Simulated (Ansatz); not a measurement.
A made-up structure of BH4SeO (charge +1), singlet:

| atom | x (Å) | y (Å) | z (Å) |
| --- | --- | --- | --- |
| B1 | -1.2950 | 0.3007 | -0.6858 |
| Se2 | 0.5201 | -0.0180 | -0.9991 |
| O3 | 1.1373 | -0.2860 | 0.8637 |
| H4 | -1.8039 | 0.4840 | -1.7558 |
| H5 | -1.8243 | 0.3154 | 0.3739 |
| H6 | 1.7783 | -0.6747 | -1.5147 |
| H7 | 1.4874 | -1.1767 | 1.0377 |

It is relaxed with PBE-D4/def2-SVP and then PBE0-D4/def2-TZVP (Ansatz 0.2.0). Atoms count as bonded within 1.22 times the sum of their covalent radii (H–H: 0.88 Å). The end point is not checked to be a true minimum.

Q: Does its bonding change? (A judgement: the text doesn't fix the answer.)

A: By the calculation: No: no bond forms or breaks.

Where it ends: The first stage lowers the energy by 1.79 eV in 11 steps. It ends as BH₄SeO ([BH2][SeH][OH]), total charge +1:
B1  (-1.116, 0.196, -0.725)
Se2  (0.891, 0.419, -0.704)
O3  (1.466, -0.268, 0.787)
H4  (-1.586, 0.428, -1.789)
H5  (-1.644, -0.107, 0.291)
H6  (1.075, -0.723, -1.646)
H7  (0.914, -0.999, 1.105)
(Å)

Labels in which every atom is bracketed show which atoms are joined, not bond orders.

For scale, one of the runs: PBE0-D4/def2-TZVP relaxation, 134 basis functions, launched by `ansatz run in.yaml --threads 2 --pin off --events-out ev --progress --plain --max-ram 4352MiB`. The run took about 25 s on 2 CPU threads of an AMD EPYC 7R43 (shared host).
